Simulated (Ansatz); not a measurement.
Cartesian coordinates (Å):
SMILES: Bc1coc(S)c1
```xyz
12

B     -2.2762    -0.0408    -0.4564
C     -0.8058    -0.0459    -0.0492
C     -0.2482    -0.8705     0.9076
O      1.0540    -0.6512     1.0570
C      1.4083     0.3359     0.1708
S      3.0443     0.9326     0.2010
C      0.3086     0.7383    -0.5232
H     -3.0448    -0.8065     0.0791
H     -2.6845     0.7164    -1.3055
H     -0.6824    -1.6470     1.5355
H      3.6362    -0.1671    -0.3229
H      0.2904     1.5058    -1.2937
```
Charge 0, spin multiplicity 1.

Method: frozen-core CCSD(T)/cc-pVTZ // PBE0-D3(BJ)/def2-SVP (Ansatz, a first-principles code). The restricted HF reference is unstable towards unrestricted orbitals.

```json
{
  "HF energy": "-651.52228 Ha",
  "MP2 correlation energy": "-1.13320 Ha"
}
```

### Question
Estimate the CCSD correlation energy, the (T) correction, the total energy and the T1 diagnostic.

### Answer

```yaml
CCSD correlation energy: -1.16730 Ha
"(T) correction": -0.05962 Ha
CCSD(T) total energy: -652.74920 Ha
T1 diagnostic: 0.014
```
